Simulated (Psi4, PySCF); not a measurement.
Internal rotation in C8H8O2, SMILES COc1cccc(C=O)c1. Scanned: dihedral C6–C7–C8–O9; all other coordinates were relaxed at GFN2-xTB. Points at φ and −φ are mirror images. Heavy atoms are numbered in the order of the SMILES COc1cccc(C=O)c1, hydrogens after them in the order of the atoms that carry them; the mirror image has the same energies with the sign of each dihedral reversed.

- B3LYP/def2-SVP // GFN2-xTB (Psi4)
- RKS-B3LYP/LANL2DZ = restricted B3LYP/LANL2DZ, density fitting // GFN2-xTB (PySCF)
- B3LYP-D3(BJ)/def2-SVP // GFN2-xTB (Psi4)

Energies in kJ/mol, each method relative to its own lowest point.

```csv
φ / °,B3LYP/def2-SVP,RKS-B3LYP/LANL2DZ,B3LYP-D3(BJ)/def2-SVP
-150,9.1,9.1,9.2
-120,30.9,31.9,31.1
-90,44.8,47.4,45.2
-60,32.7,33.5,33.0
-30,12.7,12.7,12.8
0,3.8,4.2,3.9
30,12.7,12.7,12.8
60,32.7,33.5,33.0
90,44.8,47.4,45.2
120,30.9,31.9,31.1
150,9.1,9.1,9.2
180,0.0,0.0,0.0
```
